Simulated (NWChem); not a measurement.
System: CH$_{2}$FNOSi; SMILES F[SiH2]OC#N

```xyz
7

N      0.4425    -2.5702    -0.4131
C      0.0325    -1.5864     0.0580
O     -0.4460    -0.5198     0.6161
Si    -0.4359     1.0238    -0.0937
F      1.0113     1.6729     0.1118
H     -1.4387     1.7671     0.6841
H     -0.7092     0.8660    -1.5338
```
Atoms are numbered in this order, from 1.

All runs: NWChem. Pople sets run with spherical d functions. The geometry was optimised at B3LYP/6-31G* (spherical d). Level: PBE0/6-31G* with SMD (1 M gas to 1 M solution), gas-phase geometry. Reactions with the solvent are ignored.

**Question.** Predict the results for solvent chloroform. Quantities: solvation free energy (kcal/mol); cavity-dispersion-structure term (kcal/mol); dipole in solution (D).

**Answer.** 
```json
{
  "solvation free energy (kcal/mol)": "-2.8",
  "cavity-dispersion-structure term (kcal/mol)": "2.2",
  "dipole in solution (D)": "5.07"
}
```
